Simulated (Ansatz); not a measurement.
CHF5Si, SMILES `F[SiH](F)C(F)(F)F`, charge 0, multiplicity 1.

Question: Give a relaxed structure at PBE0-D4/def2-TZVP (Ansatz 0.2.0). (Best estimate.)

Answer: The calculation gave: 
Cartesian coordinates in Å:
```
F 0.592 1.923 -0.483
Si -0.200 0.583 -0.736
F -1.747 0.877 -0.676
C 0.214 -0.611 0.713
F -0.109 -0.106 1.909
F 1.528 -0.896 0.737
F -0.442 -1.776 0.575
H 0.165 0.007 -2.038
```
Point group Cs.
